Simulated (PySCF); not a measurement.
**Diatomic cations of Be with group 13**

PBE0 with triple-zeta basis sets in PySCF, for the lowest determinant that a PBE0 search found; no spin–orbit coupling. De refers to high-spin ground-configuration atoms (the charge goes to the atom of lower measured ionisation energy or higher electron affinity, which is not always the lowest computed limit). A positive dipole points towards Be; it is taken about the centre of mass and depends on that origin.

```json
{"M": "B", "basis": "def2-TZVP", "charged atom": "B+", "state (unpaired electrons)": "singlet (closed shell)", "Re (Å)": "2.219", "ωe (cm⁻¹)": "473", "De (eV)": "2.17", "μ (D)": "3.07"}
{"M": "Al", "basis": "def2-TZVP", "charged atom": "Al+", "state (unpaired electrons)": "singlet (closed shell)", "Re (Å)": "2.797", "ωe (cm⁻¹)": "269", "De (eV)": "0.81", "μ (D)": "2.21"}
{"M": "Ga", "basis": "pcseg-2", "charged atom": "Ga+", "state (unpaired electrons)": "singlet (closed shell)", "Re (Å)": "2.804", "ωe (cm⁻¹)": "239", "De (eV)": "0.78", "μ (D)": "3.93"}
```

The shortest bond is that of BeB⁺ (2.219 Å), the longest that of BeGa⁺ (2.804 Å).

The rows differ in basis set, which adds steps of its own.

Down a group the atoms grow and get heavier, so bonds lengthen and wavenumbers fall; this series shows no clear exception.

Closed-shell solutions of metal pairs were not tested for spin polarisation, which can lower them a little. For an ion De counts to the pair picked by the measured ionisation energies or electron affinities, which need not be the lowest pair at this level.
